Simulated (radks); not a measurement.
Cu IX, 21 electrons, occupied as [Ar] 3d3 (the NIST ground configuration).

Method: scalar-relativistic Kohn-Sham, BLYP, spin-polarised, spherical densities, finite nucleus; open shells are filled with parallel spins first; Fermi nuclear charge, rms radius 3.8823 fm; computed with a radial shooting solver on a logarithmic mesh with Libxc functionals.

Energy parts (eV):
total: -44423.356
kinetic: 45104.954
electron-nucleus: -102767.035
Hartree: 14918.421
exchange-correlation: -1679.696

Orbitals (lengths in bohr, moments of r in powers of bohr):
orbital  occ.  eigenvalue (eV)  <1/r>      <r>
1s up       1        -9051.300  29.15  0.05214
1s down     1        -9051.298  29.15  0.05214
2s up       1        -1266.681  6.326   0.2352
2s down     1        -1263.717  6.337   0.2348
2p up       3        -1120.838  6.207   0.2064
2p down     3        -1118.599  6.217   0.2060
3s up       1        -297.9696  2.150   0.6641
3s down     1        -292.6852  2.137   0.6669
3p up       3        -253.7931  2.039   0.6739
3p down     3        -248.5608  2.025   0.6778
3d up       3        -183.2452  1.836   0.6685
3d down     0        -177.7806  1.821   0.6761

The highest occupied level is 3d up at -183.25 eV. The electron density at the nucleus is 2.245e+04 e/bohr^3 (large components only).
